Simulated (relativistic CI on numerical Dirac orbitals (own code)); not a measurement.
# Tb²⁷⁺: q coefficients and field-shift factors

Computed by Dirac-Coulomb-Breit CI, orbitals from a KLI potential per configuration, derivatives by finite differences, unscaled Slater integrals, QED left out (own radial code, finite nucleus).

Configurations in the expansion (outside the closed core [Ar] 3d10): 4s²4p⁶4d², 4s²4p⁵4d³, 4s²4p⁶4d4f, 4s4p⁶4d²4f, 4s²4p⁶4f5s, 4s²4p⁶4f², 4s4p⁶4f³, 4p⁶4d⁴, 4p⁵4d⁵. Double excitations out of closed p, d and f shells are left out; levels of such configurations are missing from the list, as are those of other unlisted configurations, and high levels can miss mixing partners.

With x = (α/α₀)² − 1 an excitation energy changes as ω = ω₀ + qx; K = 2q/ω₀ is the relative enhancement. Terms are leading LS components, so labels can repeat. The field-shift factor is F = δν/δ⟨r²⟩ for the transition from the lowest level.

Lowest level 4s²4p⁶4d² ³F2.

```
         Level  ω₀ (cm⁻¹)  q (cm⁻¹)       K  F (GHz/fm²)
 4s²4p⁶4d² ³P0      50435      6426   0.255        0.236
 4s²4p⁶4d² ³F3      63549     69960     2.2         1.22
 4s²4p⁶4d² ³P2      90452     68520    1.52         1.33
 4s²4p⁶4d² ³F4      95344     79740    1.67         1.49
 4s²4p⁶4d² ³P1      98617     70350    1.43         1.39
 4s²4p⁶4d² ¹G4     153190    131800    1.72         2.45
 4s²4p⁶4d² ³P2     166565    141500     1.7         2.65
 4s²4p⁶4d² ¹S0     228549    134700    1.18         2.51
4s²4p⁵4d³ ⁵F°2     966016     44220  0.0915         4.09
4s²4p⁵4d³ ⁵D°1     971804     50720   0.104         4.22
4s²4p⁵4d³ ⁵D°0     984800     56580   0.115          4.6
4s²4p⁵4d³ ⁵F°3     993980     71010   0.143         4.41
4s²4p⁵4d³ ⁵D°3    1015837     77030   0.152         4.46
```

At this charge energies of transitions that change n are usually good to better than 1 %, and those within a shell (Δn = 0) to a few per cent. Terms inside the open d or f shell come out 10 to 20 % too wide with unscaled integrals.
